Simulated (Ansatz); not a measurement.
A run for Ansatz (a program for electronic structure): R-r2SCAN/def2-TZVPP on H3InO (SMILES [OH][InH2]), a point of a torsion scan. Elements past Kr take the def2 small-core potentials; no spin–orbit coupling.

Ansatz 0.2 input:
```yaml
crystal:
  periodic: [false, false, false]
  atoms:
    - {symbol: O, position_ang: [1.32428779, -0.35547801, -0.29401169]}
    - {symbol: In, position_ang: [-0.59692841, -0.16434358, -0.37914089]}
    - {symbol: H, position_ang: [1.91284656, 0.11920911, 0.28775417]}
    - {symbol: H, position_ang: [-1.54552802, -1.16105406, 0.61854235]}
    - {symbol: H, position_ang: [-1.22908876, 0.84848661, -1.58667611]}
basis:
  gaussian:
    orbitals: def2-TZVPP
hamiltonian:
  xc: {name: r2SCAN}
scf: {lower_state_search: off}
```

### Question
Give the final energy of this run.

### Answer
-267.2104 hartree.
